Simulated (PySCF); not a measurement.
PySCF input for C2H5BF2O, SMILES OCB(F)CF, r2SCAN-D4/def2-SVP. Geometry optimised at r2SCAN-D4/def2-SVP. This is a generated structure with no PubChem entry under its InChIKey; it may be hypothetical. One conformer was computed; it need not be the lowest.

```python
import numpy as np
from pyscf import gto, scf, dft, df
from pyscf.hessian import thermo

mol = gto.M(
    atom='''
    O    -2.35050906    0.05354521    0.17458208
    C    -1.10931468    0.05372883   -0.49827343
    B     0.16623321    0.03096241    0.40195364
    F     0.03157570    0.18991678    1.72449743
    C     1.62292321   -0.11796175   -0.16735104
    F     1.61497299   -0.25599602   -1.55004014
    H    -2.23270505    0.53281227    1.00478673
    H    -0.99461774    0.91936992   -1.19703766
    H    -1.07116967   -0.81824530   -1.17958891
    H     2.24308440    0.75922399    0.10603181
    H     2.12772504   -0.99622405    0.28301438
    ''',
    basis='def2-SVP',
    charge=0,
    spin=0,
    max_memory=1600,
    verbose=3,
)
mf = dft.RKS(mol, xc='r2scan').density_fit(auxbasis='def2-universal-jkfit')
mf.disp = 'd4'
mf.grids.level = 4
mf.conv_tol = 1e-11
mf.max_cycle = 100
mf.kernel()

# [left out here: the lines that compute and print the analytic Hessian (its translational invariance restored by hand, since the grid's response is missing), thermochemistry and intensities]
```

It prints:

```
converged SCF energy = -378.541894196349

WARN: MGGA Hessian is sensitive to dft grids. grids.level 4 may not be dense enough.


WARN: DFTD4 does not support analytical Hessian, using finite difference.


WARN: Mole.unit (angstrom) is changed to Bohr

Mode                                 0                   1                   2
Irrep
Freq [cm^-1]                       98.7605            105.1992            130.9229
Reduced mass [au]                   2.3820              2.3933              6.8958
Force const [Dyne/A]                0.0137              0.0156              0.0696
Char temp [K]                     142.0944            151.3582            188.3689
Normal mode                   x     y     z       x     y     z       x     y     z
       0   O                 0.00 -0.08  0.01    0.00 -0.09  0.01    0.02 -0.03 -0.12
       1   C                -0.00  0.14 -0.01   -0.00  0.05 -0.00    0.08  0.01  0.01
       2   B                -0.00  0.05 -0.01   -0.00  0.02 -0.01    0.03  0.01  0.07
       3   F                -0.00 -0.02 -0.00    0.00  0.09 -0.01    0.04  0.01  0.07
       4   C                 0.00  0.05 -0.01   -0.01 -0.14  0.01    0.01 -0.00  0.00
       5   F                 0.01 -0.10  0.01    0.01  0.06 -0.01   -0.14  0.00 -0.00
       6   H                -0.04 -0.20  0.08   -0.04 -0.07  0.01   -0.10  0.04 -0.14
       7   H                -0.06  0.32  0.19   -0.05  0.14  0.10    0.14  0.01  0.02
       8   H                 0.04  0.30 -0.20    0.02  0.13 -0.10    0.16  0.02 -0.01
       9   H                -0.04  0.11 -0.10    0.17 -0.32  0.17    0.04 -0.01 -0.06
      10   H                 0.04  0.13  0.09   -0.21 -0.32 -0.10    0.03 -0.01 -0.05
Mode                                 3                   4                   5
Irrep
Freq [cm^-1]                      194.1616            234.7044            322.6945
Reduced mass [au]                   1.2079              5.9882              1.8815
Force const [Dyne/A]                0.0268              0.1944              0.1154
Char temp [K]                     279.3554            337.6873            464.2856
Normal mode                   x     y     z       x     y     z       x     y     z
       0   O                -0.03 -0.05  0.01    0.13 -0.02  0.09    0.00  0.01  0.00
       1   C                -0.03  0.04  0.00    0.06  0.02 -0.05    0.00 -0.02  0.01
       2   B                -0.01  0.01  0.00    0.03  0.01 -0.02   -0.00 -0.19  0.02
       3   F                 0.05 -0.02  0.01   -0.13 -0.01 -0.04   -0.01  0.06 -0.01
       4   C                -0.01  0.01 -0.00    0.03  0.00  0.01    0.01 -0.02  0.00
       5   F                 0.04 -0.01  0.00   -0.07  0.00  0.01   -0.00  0.02 -0.00
       6   H                -0.29  0.74 -0.41    0.13  0.28 -0.09   -0.01  0.11 -0.05
       7   H                -0.08  0.02 -0.03   -0.02 -0.00 -0.08    0.18  0.20  0.30
       8   H                -0.04  0.02  0.03    0.02 -0.01 -0.01   -0.17  0.21 -0.27
       9   H                -0.02  0.01  0.01    0.06 -0.00 -0.03   -0.22  0.16 -0.02
      10   H                -0.02  0.01  0.02    0.05 -0.01 -0.02    0.27  0.12 -0.03
Mode                                 6                   7                   8
Irrep
Freq [cm^-1]                      422.1942            531.7535            604.0347
Reduced mass [au]                   8.2975              4.5325              1.4493
Force const [Dyne/A]                0.8714              0.7551              0.3116
Char temp [K]                     607.4434            765.0749            869.0715
Normal mode                   x     y     z       x     y     z       x     y     z
       0   O                 0.02  0.00  0.01    0.10 -0.01  0.00   -0.02 -0.02 -0.00
       1   C                -0.03 -0.00 -0.08    0.03  0.01 -0.05   -0.01  0.11 -0.01
       2   B                -0.02 -0.02 -0.07   -0.09 -0.01  0.03    0.01 -0.02  0.01
       3   F                 0.11 -0.01 -0.08    0.03  0.01  0.06   -0.00  0.01  0.00
       4   C                -0.02  0.01  0.08   -0.18 -0.01 -0.03    0.03 -0.11  0.01
       5   F                -0.07  0.02  0.11    0.04 -0.00 -0.03   -0.00  0.02 -0.00
       6   H                 0.10 -0.03  0.02    0.15 -0.00 -0.01   -0.05 -0.09  0.05
       7   H                -0.07  0.01 -0.08    0.04 -0.01 -0.08   -0.22 -0.13 -0.30
       8   H                -0.07 -0.00 -0.08    0.09 -0.03 -0.01    0.16 -0.13  0.28
       9   H                -0.07  0.03  0.11   -0.30  0.05  0.05   -0.33  0.18 -0.02
      10   H                -0.02  0.02  0.11   -0.13  0.05  0.04    0.46  0.12 -0.05
Mode                                 9                  10                  11
Irrep
Freq [cm^-1]                      724.2278            916.8194           1058.0618
Reduced mass [au]                   3.8516              2.7145              8.7584
Force const [Dyne/A]                1.1903              1.3444              5.7769
[...]
       7   H                 0.12  0.03 -0.01   -0.24 -0.06 -0.11    0.60 -0.10 -0.15
       8   H                 0.26 -0.01 -0.05   -0.51  0.02 -0.04   -0.45 -0.07  0.09
       9   H                -0.07  0.03  0.13   -0.19  0.06  0.20    0.09 -0.03 -0.20
      10   H                -0.08 -0.00  0.12   -0.19  0.01  0.22    0.09  0.03 -0.00
Mode                                15                  16                  17
Irrep
Freq [cm^-1]                     1235.9876           1261.1919           1327.9597
Reduced mass [au]                   1.1044              1.7634              1.7775
Force const [Dyne/A]                0.9941              1.6526              1.8469
Char temp [K]                    1778.3109           1814.5743           1910.6383
Normal mode                   x     y     z       x     y     z       x     y     z
       0   O                 0.00  0.00  0.01   -0.01 -0.02  0.00   -0.01 -0.04 -0.03
       1   C                 0.01 -0.01 -0.01   -0.05  0.03  0.01   -0.10  0.04  0.02
       2   B                -0.01  0.04  0.01    0.03 -0.01 -0.14    0.09  0.02  0.10
       3   F                 0.00 -0.00 -0.00   -0.01  0.01  0.07   -0.00 -0.01 -0.04
       4   C                -0.00  0.06 -0.00    0.07 -0.01 -0.04   -0.05  0.00  0.03
       5   F                -0.00 -0.04  0.01   -0.02 -0.00  0.00    0.01 -0.00 -0.01
       6   H                -0.09 -0.02  0.03    0.16  0.04 -0.05    0.56  0.04 -0.15
       7   H                 0.05 -0.00  0.00    0.45 -0.03 -0.01    0.31 -0.03 -0.04
       8   H                -0.08  0.00 -0.02    0.10 -0.04  0.10   -0.21 -0.04  0.13
       9   H                -0.15 -0.01  0.61   -0.26  0.12  0.30    0.06 -0.05 -0.03
      10   H                 0.19 -0.14 -0.66   -0.23 -0.05  0.21    0.09  0.03 -0.09
Mode                                18                  19                  20
Irrep
Freq [cm^-1]                     1386.3047           1401.1652           1426.7209
Reduced mass [au]                   1.5423              2.2568              1.1197
Force const [Dyne/A]                1.7464              2.6105              1.3429
Char temp [K]                    1994.5838           2015.9647           2052.7337
Normal mode                   x     y     z       x     y     z       x     y     z
       0   O                 0.03  0.02  0.01    0.01  0.01  0.01   -0.01 -0.00 -0.01
       1   C                -0.08 -0.02 -0.10   -0.04 -0.01 -0.02    0.04  0.00  0.01
       2   B                 0.04  0.01  0.10    0.10 -0.02 -0.14   -0.05  0.01  0.01
       3   F                 0.00 -0.00 -0.03   -0.01  0.01  0.05    0.00 -0.00 -0.00
       4   C                 0.02 -0.00 -0.03   -0.11  0.01  0.07   -0.01 -0.01 -0.07
       5   F                -0.00  0.00 -0.00    0.01 -0.00 -0.01   -0.01 -0.00 -0.01
       6   H                -0.30 -0.03  0.08   -0.18  0.00  0.04    0.09  0.00 -0.02
       7   H                 0.08  0.33  0.37    0.11  0.07  0.10   -0.07  0.04  0.04
       8   H                 0.19 -0.32  0.31    0.21 -0.07  0.07   -0.12 -0.04  0.06
       9   H                -0.09  0.04  0.10    0.28 -0.21 -0.11    0.25 -0.34  0.50
      10   H                -0.10 -0.01  0.10    0.31  0.15 -0.15    0.30  0.39  0.42
Mode                                21                  22                  23
Irrep
Freq [cm^-1]                     1440.2049           2909.0359           3001.5632
Reduced mass [au]                   1.2820              1.0735              1.0594
Force const [Dyne/A]                1.5667              5.3524              5.6236
Char temp [K]                    2072.1343           4185.4550           4318.5812
Normal mode                   x     y     z       x     y     z       x     y     z
       0   O                -0.02 -0.01 -0.02    0.00 -0.00 -0.00    0.00  0.00 -0.00
       1   C                 0.09  0.01  0.00    0.00  0.05 -0.05   -0.00 -0.00 -0.00
       2   B                -0.04 -0.00 -0.08    0.00  0.00 -0.00   -0.00  0.00  0.00
       3   F                 0.00  0.00  0.03   -0.00  0.00  0.00    0.00 -0.00 -0.00
       4   C                 0.01  0.00  0.02   -0.00 -0.00 -0.00    0.06 -0.00  0.03
       5   F                 0.00  0.00  0.00    0.00 -0.00  0.00   -0.00  0.00  0.00
       6   H                 0.27  0.02 -0.08   -0.00 -0.00 -0.01    0.00 -0.00 -0.00
       7   H                -0.22  0.28  0.33   -0.06 -0.75  0.59   -0.00  0.00 -0.00
       8   H                -0.38 -0.29  0.41   -0.01  0.09  0.03   -0.00  0.00  0.00
       9   H                -0.01  0.06 -0.14    0.00  0.00  0.00   -0.37 -0.55 -0.15
      10   H                -0.02 -0.08 -0.12   -0.00  0.00 -0.00   -0.30  0.56 -0.27
Mode                                24                  25                  26
Irrep
Freq [cm^-1]                     3044.4110           3051.7670           3822.8916
Reduced mass [au]                   1.0837              1.1018              1.0669
Force const [Dyne/A]                5.9180              6.0461              9.1865
Char temp [K]                    4380.2296           4390.8133           5500.2898
Normal mode                   x     y     z       x     y     z       x     y     z
       0   O                 0.00  0.00  0.00    0.00  0.00  0.00   -0.01 -0.03 -0.05
       1   C                -0.00 -0.07 -0.04   -0.00 -0.00 -0.00   -0.00 -0.00 -0.00
       2   B                 0.00 -0.00  0.00   -0.00 -0.00  0.00   -0.00  0.00  0.00
       3   F                 0.00 -0.00  0.00    0.00  0.00  0.00    0.00 -0.00 -0.00
       4   C                -0.00  0.01 -0.00   -0.01 -0.09  0.01    0.00 -0.00 -0.00
       5   F                 0.00  0.00  0.00    0.00  0.00 -0.00    0.00 -0.00 -0.00
       6   H                -0.01 -0.01 -0.00   -0.00 -0.00 -0.00    0.11  0.48  0.83
       7   H                -0.00  0.05 -0.07   -0.00  0.01 -0.01   -0.00 -0.01  0.00
       8   H                -0.01  0.75  0.59    0.00  0.05  0.04    0.00  0.01  0.01
       9   H                -0.02 -0.03 -0.01    0.39  0.52  0.15   -0.00 -0.00  0.00
      10   H                 0.02 -0.04  0.02   -0.32  0.53 -0.25   -0.00  0.00  0.00
temperature 298.1500 [K]
pressure 101325.00 [Pa]
Rotational constants [GHz] 5.33119 2.22406 1.60278
Symmetry number 1
Zero-point energy (ZPE) 0.07763 [Eh]   203810.689 [J/mol]
                           tot       elec      trans        rot        vib
Entropy [J/mol/K]       353.823      0.000    165.391    113.921     74.511
Cv [J/mol/K]             99.947      0.000     12.472     12.472     75.003
Cp [J/mol/K]            108.261      0.000     20.786     12.472     75.003
Internal energy [J/mol]                      3718.434   3718.434 215812.770
Internal energy [Eh]   -378.45686  -378.54189
Enthalpy [J/mol]                             6197.391   3718.434 215812.770
Enthalpy [Eh]          -378.45592
Gibbs free energy [J/mol]                  -43113.886 -30246.991 193597.174
Gibbs free energy [Eh] -378.49610
mode   freq/cm-1   IR/(km/mol)
   1       98.76         4.899
   2      105.20         1.745
   3      130.92         1.155
   4      194.16       110.771
   5      234.70        17.488
   6      322.69         0.504
   7      422.19         1.691
   8      531.75         9.919
   9      604.03         3.030
  10      724.23         7.878
  11      916.82        22.528
  12     1058.06       147.807
  13     1084.82        88.257
  14     1138.99        13.208
  15     1197.94        24.119
  16     1235.99         3.446
  17     1261.19        64.088
  18     1327.96       108.091
  19     1386.30       101.920
  20     1401.17        38.240
  21     1426.72        11.453
  22     1440.20        28.949
  23     2909.04        40.876
  24     3001.56        18.809
  25     3044.41         9.976
  26     3051.77        15.935
  27     3822.89        37.667
max |gradient| / (hartree/bohr): 0.00027264785409879597
APT charges: [-0.577   0.1365  0.9794 -0.5617  0.2162 -0.4464  0.2675 -0.0326  0.0235
 -0.0055 -0.0026]
```

Self-consistency was reached.

Cost: about 7 core-minutes (a rough figure).
